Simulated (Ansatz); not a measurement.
One change: `C=C([BH][AlH2])OC` becomes `C=C(Br)OC`.

Ansatz, PBE0-D4/def2-TZVP geometries, multiplicity 1. Each molecule was computed in one conformer, which needn't be the lowest.

Scalar relativity is left out up to krypton.

| property | `C=C([BH][AlH2])OC` |
| --- | --- |
| HOMO energy (PBE0/def2-TZVPP) / eV | -6.88 |
| LUMO energy (ωB97M-V/def2-TZVPP) / eV | -0.38 |
| HOMO energy (PBE/def2-TZVPP) / eV | -5.79 |
| HOMO–LUMO gap (PBE0/def2-TZVPP) / eV | 4.64 |
| LUMO energy (PBE/def2-TZVPP) / eV | -3.10 |
| size of the dipole moment (PBE/def2-TZVPP) / D | 1.61 |

Question: What does the change do to each property? (Estimate.)

Answer: The calculation gave: 
```
                                      property  `C=C(Br)OC`  shift
            HOMO energy (PBE0/def2-TZVPP) / eV        -7.08  -0.20
         LUMO energy (ωB97M-V/def2-TZVPP) / eV         2.08   2.46
             HOMO energy (PBE/def2-TZVPP) / eV        -5.91  -0.12
          HOMO–LUMO gap (PBE0/def2-TZVPP) / eV         7.07   2.43
             LUMO energy (PBE/def2-TZVPP) / eV        -1.02   2.08
size of the dipole moment (PBE/def2-TZVPP) / D         1.58  -0.03
```

With PBE0 the HOMO falls by 0.20 eV and the LUMO rises by 2.22 eV, so the gap widens by about 2.42 eV. PBE moves the HOMO by -0.12 eV and ωB97M-V by -0.27 eV. Dipoles are sizes alone; their direction can turn.

Spin–orbit coupling is left out; it splits and shifts lone-pair levels of the heavy atoms by tenths of an eV.
